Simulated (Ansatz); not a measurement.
Basis-set series for ClF₂GeHS, SMILES `[F][Ge]([F])([SH])[Cl]`. Total charge 0; spin multiplicity 1. All single points use the PBE0-D4/def2-TZVP geometry. It is one conformer, not always the lowest.

```
functional       basis  functions  energy (Eh)  HOMO (eV)  LUMO (eV)
   PBE0-D4    def2-SVP        101  -3134.40416      -8.60      -1.40
   PBE0-D4  def2-TZVPP        208  -3135.22144      -8.69      -1.62
   ωB97M-V    def2-SVP        101  -3134.93770     -10.78       0.81
   ωB97M-V  def2-TZVPP        208  -3135.75524     -10.90       0.48
```

(1) Give the rows for def2-QZVPP. (Best estimate.)

## Answers

(1) Computed: 
```json
{"functional": "PBE0-D4", "basis": "def2-QZVPP", "functions": "373", "energy (Eh)": "-3135.30357", "HOMO (eV)": "-8.72", "LUMO (eV)": "-1.71"}
{"functional": "ωB97M-V", "basis": "def2-QZVPP", "functions": "373", "energy (Eh)": "-3135.83403", "HOMO (eV)": "-10.95", "LUMO (eV)": "0.29"}
```

Positive LUMOs are unbound and depend on the basis. Scalar relativity is left out up to krypton.
